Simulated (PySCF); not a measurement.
C₂H₅N, charge +1, doublet, geometry from GFN2-xTB (a state made from the parent by changing its charge; the spin is typed, not shown lowest). Base run: DF-CAMB3LYP/STO-3G (PySCF).

PySCF was given this input:
```python
from pyscf import gto, scf, dft

mol = gto.Mole()
mol.atom = '''
    C     1.20157037   -0.25563874    0.05020774
    N    -0.07361319    0.19577290    0.07806270
    C    -1.27780004    0.16328114   -0.10230544
    H     1.82084780    0.42578309   -0.54672561
    H     1.59802141   -0.30357954    1.07231238
    H     1.29216775   -1.26554991   -0.39227970
    H    -1.82455331   -0.67618151   -0.55572515
    H    -1.91381327    1.00326311    0.18856539
'''
mol.basis = 'sto-3g'
mol.charge = 1
mol.spin = 1
mol.verbose = 4
mol.build()

mf = dft.UKS(mol)
mf.xc = 'camb3lyp'
mf = mf.density_fit(auxbasis='def2-universal-jkfit')
mf.kernel()
mf.analyze()
```

Each row names what was changed in the base input (with any setting that the change needs).

```
change                 basis functions      E (Eh)  HOMO (eV)  core-seconds (rough)
---------------------  ---------------  ----------  ---------  --------------------
base                                20  -131.87323     -16.14                     4
basis = 3-21G                       37  -132.79756     -16.32                     4
basis = pcseg-0                     37  -133.18040     -16.45                     5
basis = def2-SV(P)                  52  -133.42158     -16.46                     6
basis = 6-31+G*                     64  -133.53187     -16.40                     5
basis = 6-31G**                     67  -133.53764     -16.32                     7
basis = pc-1                        67  -133.50937     -16.40                     6
basis = 6-311G**                    84  -133.56862     -16.37                     7
basis = 6-311+G(2d,p)              111  -133.57278     -16.38                     9
basis = def2-TZVP                  123  -133.58495     -16.37                    10
basis = pcseg-2                    160  -133.58694     -16.37                    10
basis = def2-TZVPP                 163  -133.58696     -16.36                    10
basis = aug-cc-pVTZ                253  -133.58395     -16.36                    30
```

Totals compare only among sets that treat the same electrons; sets with core potentials leave the core out.

Open shells are given as the SCF converged; they aren't shown to be the lowest states, and a large step between rows can be another state.
